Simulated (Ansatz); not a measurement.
```yaml
crystal:
  periodic: [false, false, false]
  atoms:
    - {symbol: O, position_ang: [-1.678259, -0.076151, -0.516111]}
    - {symbol: Si, position_ang: [-0.213854, 0.598641, 0.097966]}
    - {symbol: Te, position_ang: [1.298324, -1.144582, 1.346356]}
    - {symbol: H, position_ang: [-1.617951, -0.964997, -0.984712]}
    - {symbol: H, position_ang: [0.667063, 1.213560, -1.031444]}
    - {symbol: H, position_ang: [-0.653062, 1.678332, 1.123337]}
    - {symbol: H, position_ang: [2.262209, -1.376202, -0.083377]}
basis:
  gaussian: {orbitals: def2-SVP}
hamiltonian: {xc: {name: PBE0}, dispersion: d2}
output: {forces: true}
```

```sh
$ ansatz run in.yaml --threads 2 --pin off --events-out ev --progress --plain --max-ram 4352MiB
```

Q: How does Ansatz answer? (Best estimate.)

A: The calculation gave: The program refused the input.
```
Error: YAML parse error: error: line 13 column 45: hamiltonian.dispersion: `d2` is not `none`, `rvv10`, `d3bj`, `d3bjatm`, `d4` or a map `{method: …, s8: …, a1: …, a2_bohr: …}` (numbers without units, a2 in bohr) or `{method: …, functional: …}`
11 | basis:
12 |   gaussian: {orbitals: def2-SVP}
13 | hamiltonian: {xc: {name: PBE0}, dispersion: d2}
14 | output: {forces: true}
```
